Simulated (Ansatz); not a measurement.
```yaml
crystal:
  periodic: [false, false, false]
  atoms:
    - {symbol: Li, position_ang: [-1.045118, -1.039142, -3.599424]}
    - {symbol: Br, position_ang: [-1.487160, -1.480788, -1.200989]}
    - {symbol: Li, position_ang: [-1.133432, -1.130337, 1.299772]}
    - {symbol: Br, position_ang: [-1.392374, -1.390563, 3.812715]}
    - {symbol: Br, position_ang: [-1.393734, 1.395164, -3.810630]}
    - {symbol: Li, position_ang: [-1.131740, 1.134512, -1.297997]}
    - {symbol: Br, position_ang: [-1.479968, 1.486063, 1.203444]}
    - {symbol: Li, position_ang: [-1.035784, 1.042573, 3.601134]}
    - {symbol: Br, position_ang: [1.387838, -1.395980, -3.812232]}
    - {symbol: Li, position_ang: [1.129343, -1.134360, -1.299524]}
    - {symbol: Br, position_ang: [1.481770, -1.485963, 1.201106]}
    - {symbol: Li, position_ang: [1.041768, -1.042144, 3.599509]}
    - {symbol: Li, position_ang: [1.039547, 1.038380, -3.601240]}
    - {symbol: Br, position_ang: [1.484854, 1.480972, -1.203593]}
    - {symbol: Li, position_ang: [1.135422, 1.130649, 1.297736]}
    - {symbol: Br, position_ang: [1.398756, 1.390965, 3.810195]}
basis:
  gaussian: {orbitals: def2-TZVP}
magnetization: {spin_polarized: true, initial_magnetization: 2}
hamiltonian: {xc: pbe0, dispersion: d4}
scf: {omitted_lower_state_checks: [starts]}
output: {orbitals: {seedname: orbitals}}
```

```sh
$ ansatz run in.yaml --threads 4 --pin off --events-out ev --progress --plain --max-ram 6963MiB
```

(1) Does this run fit into the memory that it is given?

## Answers

(1) No. It has 496 basis functions, and Ansatz plans for 14 GiB where 7 GiB are given.
